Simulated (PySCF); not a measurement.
**Field gradients at the hydrogen positions**

C₇H₆ClF.
Structure used (GFN2-xTB), in Å, numbered top down from 1:
```xyz
15
C7H6ClF angstrom
F     -2.405    0.984    1.024
C     -1.311    0.609    0.358
C     -0.606    1.282   -0.538
C      0.552    0.365   -0.909
C     -0.163   -0.999   -0.837
C     -0.653   -0.741    0.601
C      0.681   -0.423    1.265
C      1.396    0.235    0.359
Cl     2.955    0.904    0.490
H     -0.750    2.273   -0.917
H      1.092    0.621   -1.814
H      0.516   -1.847   -0.913
H     -0.970   -1.099   -1.560
H     -1.268   -1.489    1.090
H      0.929   -0.667    2.278
```

Level: PBE0/pcSseg-1 (PySCF, non-relativistic); Q(2H) = 0.00286 b; rigid geometry, the same for H and D, with no vibrational averaging.

Problem. Rank these positions by the coupling χzz of a deuteron there, largest first.
A. H13 (methylene hydrogen)
B. H10 (vinylic hydrogen)
C. H14 (methine hydrogen)

Solution. B (236 kHz), C (212 kHz), A (207 kHz).

Problem. Tabulate Vzz, the asymmetry η and χzz = 234.96 MHz × Q × Vzz for every hydrogen position.

Solution. 
| atom | bonded to | bond length (Å) | Vzz (au) | η | χzz (kHz) |
| --- | --- | --- | --- | --- | --- |
| H10 | C3 | 1.071 | 0.3519 | 0.06 | 236 |
| H11 | C4 | 1.085 | 0.3154 | 0.01 | 212 |
| H12 | C5 | 1.089 | 0.3075 | 0.00 | 207 |
| H13 | C5 | 1.089 | 0.3074 | 0.01 | 207 |
| H14 | C6 | 1.085 | 0.3161 | 0.01 | 212 |
| H15 | C7 | 1.071 | 0.3488 | 0.06 | 234 |

Geometry: GFN2-xTB; no solvent, vibrations or thermal averaging. GFN2-xTB bond lengths can be off by several hundredths of an ångström, more for odd bonds, and the gradients follow them. A larger basis could move these couplings by a tenth or more.
